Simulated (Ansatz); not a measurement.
Abridged output of a molecular run in Ansatz:

```
Functional definition: HF
1333 factors; integrals over basis functions are off by at most 9.2e-4 eV
mean field evaluation 1: about -75754.4581 eV, gradient 3.6e1 eV
mean field evaluation 2: about -75754.6700 eV, gradient 3.6e1 eV
mean field evaluation 4: about -75757.8015 eV, gradient 3.5e0 eV
mean field evaluation 8: about -75757.8613 eV, gradient 3.3e-1 eV
mean field evaluation 32: about -75752.4956 eV, gradient 1.4e-1 eV
mean field evaluation 64: about -75752.4959 eV, gradient 4.5e-2 eV
mean field -75757.86201811 eV, -2784.0500786425 hartree, gradient 1.8e-6 eV, S^2 0.000000; 0 other end points of the search recorded, 0 dependent functions left out; unrestricted orbitals would lower it
16 core orbitals not correlated: weight in the atoms' cores, before any rotation towards them, 1.000 or more for the frozen orbitals, at most 0.000 for the correlated occupied ones
reference -75757.86201811 eV, -2784.0500786425 hartree; 17, 17 occupied and 189, 189 virtual orbitals, 1333 factors
second order -20.89951567 eV of doubles, -0.00000000 eV of singles
cycle   1  -21.03626352 eV  change   -1.4e-1 eV  update   1.2e-1
cycle   2  -21.63401933 eV  change   -6.0e-1 eV  update   3.7e-2
cycle   3  -21.77438935 eV  change   -1.4e-1 eV  update   2.1e-2
cycle   4  -21.75779244 eV  change    1.7e-2 eV  update   6.5e-3
cycle   5  -21.75769712 eV  change    9.5e-5 eV  update   3.5e-3
cycle   6  -21.75877202 eV  change   -1.1e-3 eV  update   9.9e-4
cycle   7  -21.75842064 eV  change    3.5e-4 eV  update   4.3e-4
cycle   8  -21.75837079 eV  change    5.0e-5 eV  update   1.5e-4
cycle   9  -21.75845750 eV  change   -8.7e-5 eV  update   6.4e-5
cycle  10  -21.75842637 eV  change    3.1e-5 eV  update   2.6e-5
perturbative correction -0.95088716 eV, -0.0349444587 hartree
Total energy: -75780.57133164 eV, -2784.8846305218 hartree
```

Its atoms:

```xyz
9

N    -0.535   -1.283   -0.520
Si    0.211    0.239   -0.653
C     0.437    0.913    1.081
Se   -0.213    0.159    2.526
H    -0.930   -1.780   -1.299
H    -0.959   -1.527    0.363
H     1.553    0.167   -1.297
H    -0.561    1.271   -1.409
H     0.997    1.841    1.208
```

Q: Which basis set was used?
A. def2-SVP
B. def2-SVPD
C. def2-TZVPP
D. def2-TZVPPD

A: C. It gives 222 functions.

Q: Write the keys of the input that set method, charge and spin (a neutral closed shell needs none for the last two).

A: 
```yaml
correlation: {method: ccsd_t}
```
